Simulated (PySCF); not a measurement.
SnFCl, SMILES [F][Sn][Cl] (connectivity only; charge and spin as stated), neutral, multiplicity 1. Geometry optimised at PBE0-D3(BJ)/def2-TZVP. The def2 effective core potentials stand for the cores of Sn; spin–orbit coupling is left out.

These are PBE0-D3(BJ)/def2-TZVP run with PySCF 2.14.0 values and carry that method's errors.

Harmonic wavenumbers (cm⁻¹): 157, 353, 594. Rotational constants (GHz): 8.959, 3.004, 2.250; symmetry number 1.

Problem. Work out the zero-point energy and the ideal-gas rigid-rotor harmonic-oscillator thermochemistry at 298.15 K and 1 atm.

Solution. ZPE = ½ Σ hcν = ½ × 1104 cm⁻¹ = 1.58 kcal/mol. H − E(el) = 4.67 kcal/mol. Entropy in cal/(mol K): translation 41.35, rotation 26.08, vibration 4.20, total 71.63. G − E(el) = -16.69 kcal/mol. Cp = 12.46 cal/(mol K).
